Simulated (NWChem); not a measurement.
# Correlation energy of CH$_{5}$Si

```xyz
7

C     -0.1540     1.2000     0.0000
Si     0.1699    -0.6650     0.0000
H      0.2837     1.6755     0.8917
H      0.2837     1.6755    -0.8917
H     -1.2388     1.4066     0.0000
H     -0.3918    -1.3236     1.2214
H     -0.3918    -1.3236    -1.2214
```
Charge 0, spin multiplicity 2.

Everything below was run with NWChem. Structure: optimised with UB3LYP/def2-SVP, a minimum by its harmonic frequencies.

Basis set: cc-pVDZ. Each correlation energy counts from its own Hartree-Fock reference.

The correlated methods keep 6 core orbitals frozen. The structure started from a generated list of species. The unpaired electrons of the parent sit in orbitals of symmetry a' (Cs labels of the run); other states weren't searched. The stability of the SCF solutions was not checked. Open-shell Hartree-Fock references start from PBE0 orbitals. No row is a measurement; the coupled-cluster row has its own basis-set and correlation limits.

Question: One of these methods gave a correlation energy of -237.3 mHa. Which?
A. CCSD[T] on ROHF
B. URI-MP2
C. CCSD on ROHF
D. SCS-UMP2

Answer: B, URI-MP2. The others give -245.2 (SCS-UMP2), -277.5 (CCSD on ROHF), -284.7 (CCSD[T] on ROHF).
